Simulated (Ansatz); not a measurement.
`[OH][Al]1[O]C[SiH2]1`, relaxed with RKS PBE-D4/def2-SVP in Ansatz 0.2.0 from a rough embedded geometry. The force threshold is 0.03 eV/Å; the program also tests the step.

Charge 0, multiplicity 1.

Start:

```xyz
10

O     2.061   -2.110   -0.054
Al    1.248   -0.550   -0.222
O     0.220    0.222   -1.539
C    -0.861    0.872   -0.718
Si   -0.318    0.572    1.020
H     1.359   -2.834   -0.036
H    -1.788    0.317   -0.942
H    -0.941    1.923   -0.954
H     0.237    1.839    1.660
H    -1.217   -0.251    1.784
```

(1) How much energy does the relaxation release, and in how many steps? (Best estimate.)

(2) Which bonds change most? (Estimate.)

(3) Give the relaxed structure. (Estimate.)

Results:

(1) The calculation gave: 18.99 kcal/mol, in 15 steps, 2 of them rejected.

(2) Computed: Al2–Si5 from 2.292 to 2.411 Å; C4–Si5 from 1.845 to 1.961 Å; Al2–O3 from 1.840 to 1.752 Å; Si5–H10 from 1.439 to 1.508 Å.

(3) Computed: 
```xyz
10

O     1.916   -2.235   -0.562
Al    0.830   -0.947   -0.258
O    -0.029   -0.056   -1.497
C    -0.830    0.887   -0.753
Si   -0.417    0.574    1.138
H     2.363   -2.742    0.134
H    -1.914    0.727   -0.960
H    -0.585    1.931   -1.056
H     0.249    1.736    1.834
H    -1.584    0.125    1.980
```
